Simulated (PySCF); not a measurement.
Calculation: PBE-D3(BJ)/def2-TZVP // PBE0-D3(BJ)/def2-TZVP (PySCF 2.14.0). All species are isolated molecules in the gas phase. One relaxed conformer stands for a flexible species; it need not be the lowest. 

Reference species (SMILES): `CC(N)N` (neutral, multiplicity 1).

```
Item             Result
-------------  --------
HOMO–LUMO gap   5.23 eV
HOMO           -5.23 eV
```

Changed species: `CNCN`.

Q: Give the shifts of the HOMO–LUMO gap and HOMO.

A: the HOMO–LUMO gap goes up by 0.15 eV, to 5.38 eV; the HOMO rises by 0.20 eV, to -5.03 eV.
